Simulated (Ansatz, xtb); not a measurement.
## Ranking isomers of C5H9NO2

3 gas-phase structures of C5H9NO2, from a drawn sample of its isomers (lower ones may exist). Each was relaxed with GFN2-xTB; where two conformers were screened, the lower at r2SCAN-D4/def2-SVP is listed:

A. `C=COC/C=C(\N)O`, a singlet
B. `C=COCCC(N)=O`, a singlet
C. `[H]/N=C(/O)CCOC=C`, a singlet

**Question.** Which do you expect lowest at r2SCAN-D4/def2-SVP, and how would the others follow?

**Answer.** Calculated order at r2SCAN-D4/def2-SVP: B (0.000), C (0.684), A (1.084) eV.

Energies above the lowest of each column, in eV; the last columns are at B3LYP-D3(BJ)/def2-SVP geometries:

| structure | GFN2-xTB | HF/STO-3G | r2SCAN-D4/def2-SVP | B3LYP-D3(BJ)/def2-SVP | CCSD(T)/def2-SVP + ΔMP2/def2-TZVPP |
| --- | --- | --- | --- | --- | --- |
| B | 0.000 | 0.000 | 0.000 | 0.000 | 0.000 |
| C | 0.477 | 0.326 | 0.684 | 0.655 | 0.496 |
| A | 0.851 | 0.946 | 1.084 | 1.090 | 1.001 |

Every level run on B puts it lowest or level with the lowest. Flexible structures stand in one conformer each, not always the lowest. The ΔMP2 step shifts differences by up to 0.162 eV, which makes them less sure. ΔMP2 is the change of the MP2 energy from the smaller to the larger basis.

Programs: Ansatz 0.2.0, xtb 6.7.1.
